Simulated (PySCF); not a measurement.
PySCF input for GaF2, SMILES [F][Ga][F], multiplicity 2, TDA-PBE0/def2-SVPD. Geometry: r2SCAN-D4/def2-TZVP. The spin state was assumed, not searched. The isomer is the one that the SMILES or the coordinates give; other isomers of the formula were not compared.

```python
import numpy as np
from pyscf import gto, scf, dft, tdscf

mol = gto.M(
    atom='''
    Ga    0.00000000    0.00000000    0.34345885
    F     0.00000000   -1.48617760   -0.59151246
    F     0.00000000    1.48617760   -0.59151246
    ''',
    basis='def2-SVPD',
    charge=0,
    spin=1,
    max_memory=1600,
    verbose=4,
)
mf = dft.UKS(mol, xc='pbe0').density_fit(auxbasis='def2-universal-jkfit')
mf.grids.level = 3
mf.conv_tol = 1e-9
mf.max_cycle = 100
mf.kernel()
fine, coarse = mf.grids, dft.Grids(mol).set(level=1).build(with_non0tab=True)
for _ in range(3):  # follow internal instabilities
    mf.grids = coarse
    mo, _, stable, _ = mf.stability(return_status=True, nroots=4)
    mf.grids = fine
    if stable:
        break
    mf.kernel(mf.make_rdm1(mo, mf.mo_occ))
mf.grids = dft.Grids(mol).set(level=1).build(with_non0tab=True)  # coarser grid for the response kernel
td = tdscf.TDA(mf)
td.nstates = 10
td.conv_tol = 1e-4
td.positive_eig_threshold = 1e-6
td.kernel(x0=td.get_init_guess(mf, 15))
td.analyze()
```

Output:

```
PySCF version 2.14.0

[INPUT] verbose = 4
[INPUT] num. atoms = 3
[INPUT] num. electrons = 49
[INPUT] charge = 0
[INPUT] spin (= nelec alpha-beta = 2S) = 1
[INPUT] symmetry False subgroup None
[INPUT] Mole.unit = angstrom
[INPUT] Symbol           X                Y                Z      unit          X                Y                Z       unit  Magmom
[INPUT]  1 Ga     0.000000000000   0.000000000000   0.343458850000 AA    0.000000000000   0.000000000000   0.649043161558 Bohr   0.0
[INPUT]  2 F      0.000000000000  -1.486177600000  -0.591512460000 AA    0.000000000000  -2.808468636463  -1.117796548668 Bohr   0.0
[INPUT]  3 F      0.000000000000   1.486177600000  -0.591512460000 AA    0.000000000000   2.808468636463  -1.117796548668 Bohr   0.0

nuclear repulsion = 182.593545887056
number of shells = 32
number of NR pGTOs = 146
number of NR cGTOs = 84
basis = def2-SVPD
ecp = {}


******** <class 'pyscf.df.df_jk.DFUKS'> ********
method = DFUKS
initial guess = minao
damping factor = 0
level_shift factor = 0
DIIS = <class 'pyscf.scf.diis.CDIIS'>
diis_start_cycle = 1
diis_space = 8
diis_damp = 0
SCF conv_tol = 1e-09
SCF conv_tol_grad = None
SCF max_cycles = 100
direct_scf = False
number electrons alpha = 25  beta = 24
XC library pyscf.dft.libxc version 7.1.2
    S. Lehtola, C. Steigemann, M. J. T. Oliveira, and M. A. L. Marques,  SoftwareX 7, 1–5 (2018)
XC functionals = pbe0
    C. Adamo and V. Barone,  J. Chem. Phys. 110, 6158 (1999)
    M. Ernzerhof and G. E. Scuseria,  J. Chem. Phys. 110, 5029 (1999)
radial grids:
    Treutler-Ahlrichs [JCP 102, 346 (1995); DOI:10.1063/1.469408] (M4) radial grids

becke partition: Becke, JCP 88, 2547 (1988); DOI:10.1063/1.454033
pruning grids: <function nwchem_prune>
grids dens level: 3
symmetrized grids: False
atomic radii adjust function: <function treutler_atomic_radii_adjust>
small_rho_cutoff = 0
Set gradient conv threshold to 3.16228e-05
tot grids = 49432
******** <class 'pyscf.df.df.DF'> ********
auxbasis = def2-universal-jkfit
init E= -2123.20940240664
  alpha nocc = 25  HOMO = -0.222144194935727  LUMO = -0.0461341695197826
  beta  nocc = 24  HOMO = -0.511542730100635  LUMO = -0.222144194935727

WARN: HOMO -0.222144194935727 >= LUMO -0.222144194935727

cycle= 1 E= -2123.60842516141  delta_E= -0.399  |g|= 0.638  |ddm|=  1.5
  alpha nocc = 25  HOMO = -0.237758841455246  LUMO = -0.0482443172235878
  beta  nocc = 24  HOMO = -0.249706106160328  LUMO = -0.166883271525304
  HOMO = -0.237758841455  LUMO = -0.166883271525  gap/eV = 1.92862
cycle= 2 E= -2123.10594782688  delta_E= 0.502  |g|= 1.37  |ddm|= 1.47
  alpha nocc = 25  HOMO = -0.294718141282502  LUMO = -0.0420286472273244
  beta  nocc = 24  HOMO = -0.422924603926365  LUMO = -0.181363449234938
  HOMO = -0.294718141283  LUMO = -0.181363449235  gap/eV = 3.08454
cycle= 3 E= -2123.75653373748  delta_E= -0.651  |g|= 0.0796  |ddm|= 0.973
  alpha nocc = 25  HOMO = -0.289367809572564  LUMO = -0.0354512031560734
  beta  nocc = 24  HOMO = -0.407320700456689  LUMO = -0.167457001753679
  HOMO = -0.289367809573  LUMO = -0.167457001754  gap/eV = 3.31736
cycle= 4 E= -2123.75780618685  delta_E= -0.00127  |g|= 0.0444  |ddm|= 0.0848
  alpha nocc = 25  HOMO = -0.291813801903086  LUMO = -0.0352444567106489
  beta  nocc = 24  HOMO = -0.411615799707909  LUMO = -0.165196988517535
  HOMO = -0.291813801903  LUMO = -0.165196988518  gap/eV = 3.44542
cycle= 5 E= -2123.75830293897  delta_E= -0.000497  |g|= 0.00241  |ddm|= 0.0281
  alpha nocc = 25  HOMO = -0.291797989844938  LUMO = -0.0351285832057546
  beta  nocc = 24  HOMO = -0.412286099448239  LUMO = -0.164258212416003
  HOMO = -0.291797989845  LUMO = -0.164258212416  gap/eV = 3.47053
cycle= 6 E= -2123.75831121529  delta_E= -8.28e-06  |g|= 0.000913  |ddm|= 0.00698
  alpha nocc = 25  HOMO = -0.291866353525442  LUMO = -0.0351241871707271
  beta  nocc = 24  HOMO = -0.412097264349697  LUMO = -0.164206519353535
  HOMO = -0.291866353525  LUMO = -0.164206519354  gap/eV = 3.47380
cycle= 7 E= -2123.75831179172  delta_E= -5.76e-07  |g|= 0.000258  |ddm|= 0.00163
  alpha nocc = 25  HOMO = -0.29190477607324  LUMO = -0.0351579082548339
  beta  nocc = 24  HOMO = -0.412035124572514  LUMO = -0.164232326705184
  HOMO = -0.291904776073  LUMO = -0.164232326705  gap/eV = 3.47414
cycle= 8 E= -2123.75831184352  delta_E= -5.18e-08  |g|= 4.21e-05  |ddm|= 0.000476
  alpha nocc = 25  HOMO = -0.291893565922345  LUMO = -0.0351523906067581
  beta  nocc = 24  HOMO = -0.412031237979967  LUMO = -0.164221837835253
  HOMO = -0.291893565922  LUMO = -0.164221837835  gap/eV = 3.47412
cycle= 9 E= -2123.75831184594  delta_E= -2.42e-09  |g|= 5.97e-06  |ddm|= 0.00011
  alpha nocc = 25  HOMO = -0.291895600855208  LUMO = -0.035153471748651
  beta  nocc = 24  HOMO = -0.41203193794749  LUMO = -0.164224090585791
  HOMO = -0.291895600855  LUMO = -0.164224090586  gap/eV = 3.47412
cycle= 10 E= -2123.75831184597  delta_E= -3.59e-11  |g|= 1.05e-06  |ddm|= 1.26e-05
  alpha nocc = 25  HOMO = -0.291895386032007  LUMO = -0.0351532445707461
  beta  nocc = 24  HOMO = -0.412031579041468  LUMO = -0.164223824571148
  HOMO = -0.291895386032  LUMO = -0.164223824571  gap/eV = 3.47412
Extra cycle  E= -2123.75831184598  delta_E= -6.82e-12  |g|= 9.5e-07  |ddm|= 1.55e-06
converged SCF energy = -2123.75831184598  <S^2> = 0.75223536  2S+1 = 2.0022341
tot grids = 18016
uhf_internal: lowest eigs of H = [0.3188015  0.3443889  0.35268092 0.37195695]
<class 'pyscf.df.df_jk.DFUKS'> wavefunction is stable in the internal stability analysis
tot grids = 18016
Overwritten attributes  positive_eig_threshold  of <class 'pyscf.tdscf.uks.TDA'>


******** <class 'pyscf.tdscf.uks.TDA'> for <class 'pyscf.df.df_jk.DFUKS'> ********
nstates = 10
deg_eia_thresh = 1.000e-03
wfnsym = None
conv_tol = 0.0001
eigh lindep = 1e-12
eigh level_shift = 0
eigh max_cycle = 100


Excitation energies (eV)
[4.45833173 4.76880422 4.90326179 5.2363471  5.35447403 5.97368517
 6.67962754 6.93834807 7.37220333 7.52026538]

** Excitation energies and oscillator strengths **
Excited State   1:      4.45833 eV    278.10 nm  f=0.1035
      25a ->   26a     -0.97283
      21b ->   25b     -0.20245
Excited State   2:      4.76880 eV    259.99 nm  f=0.0008
      24b ->   25b      0.99406
Excited State   3:      4.90326 eV    252.86 nm  f=0.0000
      23b ->   25b      0.99361
Excited State   4:      5.23635 eV    236.78 nm  f=0.0129
      25a ->   27a     -0.12738
      22b ->   25b     -0.97932
Excited State   5:      5.35447 eV    231.55 nm  f=0.0315
      25a ->   26a      0.20233
      21b ->   25b     -0.97125
Excited State   6:      5.97369 eV    207.55 nm  f=0.0190
      23a ->   26a      0.18352
      25a ->   28a      0.16626
      20b ->   25b      0.94982
Excited State   7:      6.67963 eV    185.62 nm  f=0.1081
      25a ->   27a     -0.90154
      25a ->   29a      0.24618
      19b ->   25b      0.32713
Excited State   8:      6.93835 eV    178.69 nm  f=0.2242
      23a ->   26a      0.19154
      25a ->   28a     -0.96516
      20b ->   25b      0.11494
Excited State   9:      7.37220 eV    168.18 nm  f=0.1242
      21a ->   26a     -0.29302
      25a ->   29a      0.70688
      19b ->   25b     -0.62570
Excited State  10:      7.52027 eV    164.87 nm  f=0.0026
      21a ->   26a     -0.31410
      25a ->   27a     -0.37126
      25a ->   29a     -0.65869
      19b ->   25b     -0.55869

** Transition electric dipole moments (AU) **
state          X           Y           Z        Dip. S.      Osc.
  1        -0.9734      0.0000     -0.0000      0.9476      0.1035
  2        -0.0000     -0.0819     -0.0000      0.0067      0.0008
  3        -0.0000      0.0000      0.0000      0.0000      0.0000
  4         0.0000     -0.0000      0.3168      0.1004      0.0129
  5         0.4904     -0.0000     -0.0000      0.2405      0.0315
  6         0.0000     -0.3604      0.0000      0.1299      0.0190
  7        -0.0000     -0.0000     -0.8126      0.6603      0.1081
  8        -0.0000     -1.1484      0.0000      1.3189      0.2242
  9        -0.0000     -0.0000     -0.8292      0.6876      0.1242
 10         0.0000     -0.0000     -0.1190      0.0142      0.0026

** Transition velocity dipole moments (imaginary part, AU) **
state          X           Y           Z        Dip. S.      Osc.
  1        -0.0663      0.0000     -0.0000      0.0044      0.0179
  2        -0.0000     -0.0297     -0.0000      0.0009      0.0034
  3        -0.0000     -0.0000      0.0000      0.0000      0.0000
  4         0.0000     -0.0000      0.0314      0.0010      0.0034
  5         0.0602     -0.0000     -0.0000      0.0036      0.0123
  6         0.0000     -0.0342     -0.0000      0.0012      0.0036
  7         0.0000     -0.0000     -0.1842      0.0339      0.0922
  8        -0.0000     -0.2477      0.0000      0.0614      0.1604
  9        -0.0000     -0.0000     -0.1896      0.0360      0.0885
 10         0.0000     -0.0000      0.0164      0.0003      0.0006

** Transition magnetic dipole moments (imaginary part, AU) **
state          X           Y           Z
  1         0.0000      0.7492      0.0000
  2        -0.0801      0.0000      0.0000
  3         0.0000      0.0000     -0.0857
  4        -0.0000     -0.0000      0.0000
  5        -0.0000     -0.2235     -0.0000
  6        -0.2270     -0.0000      0.0000
  7        -0.0000     -0.0000      0.0000
  8        -1.0027      0.0000      0.0000
  9        -0.0000      0.0000     -0.0000
 10        -0.0000     -0.0000      0.0000
```

Self-consistency was reached.

Cost: about 30 core-seconds (a rough figure).
